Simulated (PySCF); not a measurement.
Krypton: a sound run and one with changed settings

Sound run: Kr⁺ [Ar] 3d10 4s2 4p5, Kr²⁺ [Ar] 3d10 4s2 4p4. Calculation: PySCF 2.14, in x2c-SVPall; the spin-free X2C one-electron Hamiltonian (Gaussian nucleus). In the sound run the correlated levels freeze [Ar] 3d10. The sound run starts from symmetry-adapted Hartree-Fock orbitals and uses a fine grid where one is needed.

Changed run: a valence shell is frozen. This setting is unsound on purpose.

```
species   method  sound run (hartree)  changed run (hartree)  converged
    Kr⁺      MP2          -2787.30440            -2787.27228        yes
    Kr⁺  CCSD(T)          -2787.32022            -2787.28249        yes
   Kr²⁺      MP2          -2786.42276            -2786.38277        yes
   Kr²⁺  CCSD(T)          -2786.43989            -2786.39138        yes
```

Ionisation energy of Kr⁺:

```tsv
method	sound run (eV)	changed run (eV)
UHF	23.407	23.407
MP2	23.991	24.205
SCS-MP2	23.967	24.248
CCSD	23.949	24.242
CCSD(T)	23.955	24.248
```

Freezing a valence shell removes pair correlation that changes on ionisation.

For comparison, NIST gives 24.360 eV between the lowest levels.
